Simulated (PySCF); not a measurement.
C10H12O.
SMILES with atom numbers: `[CH3:1][CH2:2][CH2:3][C:4](=[O:5])[c:6]1[cH:7][cH:8][cH:9][cH:10][cH:11]1` (hydrogens: H12, H13, H14 on C1; H15, H16 on C2; H17, H18 on C3; H19 on C7; H20 on C8; H21 on C9; H22 on C10; H23 on C11)

Computed with PySCF at PBE0/pcSseg-1, non-relativistic, on one gas-phase PBE0-D3(BJ)/def2-SVP geometry that isn't relaxed in the solvent. The solvent is an IEF-PCM continuum (cavity from Bondi-type radii × 1.2). The model holds no explicit solvent molecules, cavitation or dispersion.

Gas phase at PBE0/pcSseg-1: HOMO -7.35 eV, LUMO -1.63 eV, dipole 2.83 D.

Problem. What does the continuum do to the energy, the frontier levels and the dipole at PBE0/pcSseg-1 in chloroform and tetrahydrofuran?

Solution. 
| solvent | ε | E(solvent) − E(gas) (kJ/mol) | polarisation term (kJ/mol) | distortion of the solute (kJ/mol) | HOMO (eV) | LUMO (eV) | dipole (D) |
| --- | --- | --- | --- | --- | --- | --- | --- |
| chloroform | 4.711 | -17.84 | -20.28 | 2.44 | -7.46 | -1.65 | 3.69 |
| tetrahydrofuran | 7.426 | -20.72 | -24.08 | 3.36 | -7.49 | -1.66 | 3.85 |

The first energy column is the sum of the next two and covers electrostatics alone. From chloroform to tetrahydrofuran the lowering changes by a factor 1.16, Onsager's factor (ε − 1)/(2ε + 1) by 1.14 and ε itself by 1.6.

Problem. Which radius a makes the point-dipole formula ΔE = −[(ε − 1)/(2ε + 1)]·μ²/a³ give the value in tetrahydrofuran, with the gas-phase dipole?

Solution. μ = 1.114 au and |ΔE| = 0.00789 Eh give a = 2.11 Å; the farthest nucleus lies 4.92 Å from the centroid of the nuclei, so such a sphere wouldn't even hold the nuclei. The formula assumes a rigid point dipole at the centre of a sphere.

Problem. Which Hirshfeld charges (PBE0/pcSseg-1) respond most in chloroform (means over atoms taken as equivalent)?

Solution. 
```json
{"atoms": "O5", "environment": "ketone oxygen", "gas (e)": "-0.217", "solvent (e)": "-0.244", "change": "-0.027"}
{"atoms": "H17/H18", "environment": "methylene hydrogen", "gas (e)": "+0.046", "solvent (e)": "+0.053", "change": "+0.007"}
{"atoms": "H21", "environment": "aromatic hydrogen", "gas (e)": "+0.054", "solvent (e)": "+0.061", "change": "+0.007"}
{"atoms": "H20/H22", "environment": "aromatic hydrogen", "gas (e)": "+0.053", "solvent (e)": "+0.059", "change": "+0.006"}
{"atoms": "C6", "environment": "substituted aromatic carbon", "gas (e)": "-0.021", "solvent (e)": "-0.026", "change": "-0.005"}
{"atoms": "H15/H16", "environment": "methylene hydrogen", "gas (e)": "+0.036", "solvent (e)": "+0.034", "change": "-0.002"}
```

Problem. Which Mayer bond orders change most in chloroform?

Solution. 
```
  bond  length (Å)    gas  solvent  change
 C4–O5       1.212  1.991    1.959  -0.032
 C6–C7       1.401  1.417    1.402  -0.015
 C3–C4       1.513  0.998    1.008  +0.010
 C4–C6       1.498  0.966    0.975  +0.009
C9–C10       1.394  1.432    1.427  -0.005
 C1–C2       1.519  1.061    1.065  +0.004
 C7–C8       1.390  1.434    1.438  +0.004
C3–H17       1.105  0.916    0.912  -0.004
```

Shape of the structure used: `[CH3:1][CH2:2][CH2:3][C:4](=[O:5])[c:6]1[cH:7][cH:8][cH:9][cH:10][cH:11]1`: C1–C2–C3–C4 180°, C2–C3–C4–O5 0°, C3–C4–C6–C7 -179°.
